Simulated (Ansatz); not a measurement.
The cluster Be4O3⁺, relaxed as a doublet with UKS PBE0-D4/def2-SVP in Ansatz, starting from the GFN1-xTB geometry. Force threshold 0.02 eV/Å.

The structure holds 1 bond(s) between oxygen atoms. The relaxation made no stability test and no search for a lower SCF solution. Another isomer (doublet) lies 6.99 eV lower at PBE0-D4/def2-TZVP; other spin states weren't run for this one.

Start:

```csv
atom,x (Å),y (Å),z (Å)
Be1,-0.535,-0.435,1.248
Be2,1.032,0.652,-1.448
Be3,1.373,0.208,1.290
Be4,-0.832,-0.055,-1.159
O5,-1.007,-1.110,-0.052
O6,1.436,0.513,-0.095
O7,-1.466,0.228,0.215
```

```json
{"step": "1", "energy (eV)": "-7722.3423", "largest force component (eV/Å)": "3.614", "SCF passes": "22"}
{"step": "2", "energy (eV)": "-7722.7171", "largest force component (eV/Å)": "1.984", "SCF passes": "25"}
{"step": "3", "energy (eV)": "-7722.7820", "largest force component (eV/Å)": "1.082", "SCF passes": "31"}
{"step": "4", "energy (eV)": "-7722.8811", "largest force component (eV/Å)": "0.145", "SCF passes": "24"}
{"step": "5", "energy (eV)": "-7722.8859", "largest force component (eV/Å)": "0.074", "SCF passes": "26"}
{"step": "6", "energy (eV)": "-7722.8878", "largest force component (eV/Å)": "0.049", "SCF passes": "27"}
{"step": "7", "energy (eV)": "-7722.8882", "largest force component (eV/Å)": "0.002", "SCF passes": "27"}
{"step": "8", "energy (eV)": "-7722.8887", "largest force component (eV/Å)": "0.032", "SCF passes": "30"}
{"step": "9", "energy (eV)": "-7722.8889", "largest force component (eV/Å)": "0.038", "SCF passes": "19"}
{"step": "10", "energy (eV)": "-7722.9912", "largest force component (eV/Å)": "0.587", "SCF passes": "48"}
{"step": "11", "energy (eV)": "-7723.0508", "largest force component (eV/Å)": "0.890", "SCF passes": "29"}
{"step": "12", "energy (eV)": "-7723.1428", "largest force component (eV/Å)": "0.587", "SCF passes": "28"}
{"step": "13", "energy (eV)": "-7723.2775", "largest force component (eV/Å)": "0.987", "SCF passes": "30"}
{"step": "14 (rejected)", "energy (eV)": "-7723.2322", "largest force component (eV/Å)": "2.247", "SCF passes": "28"}
{"step": "15", "energy (eV)": "-7723.3687", "largest force component (eV/Å)": "0.280", "SCF passes": "29"}
{"step": "16", "energy (eV)": "-7723.3925", "largest force component (eV/Å)": "0.179", "SCF passes": "24"}
{"step": "17 (rejected)", "energy (eV)": "-7723.3874", "largest force component (eV/Å)": "0.131", "SCF passes": "24"}
{"step": "18", "energy (eV)": "-7723.3973", "largest force component (eV/Å)": "0.084", "SCF passes": "25"}
{"step": "19", "energy (eV)": "-7723.3994", "largest force component (eV/Å)": "0.007", "SCF passes": "25"}
```

Force components are those of the run's own axes.

End:

```xyz
7

Be   -0.651   -0.447    1.125
Be    1.179    0.633   -1.151
Be    1.434    0.285    1.015
Be   -0.905   -0.099   -1.047
O    -1.373   -1.283   -0.054
O     2.176    0.766   -0.121
O    -1.860    0.145    0.232
```

By distances, no bond broke or formed. The bond that changes most is Be1–Be3, from 2.01 to 2.21 Å (atoms count from 1).

The force fell under the threshold at step 7, but the optimiser went on and released 0.511 eV more. No frequencies were taken in this run, so the end may be a saddle point.

It took 20 s on 4 threads of Arm Neoverse V2 on a shared host.
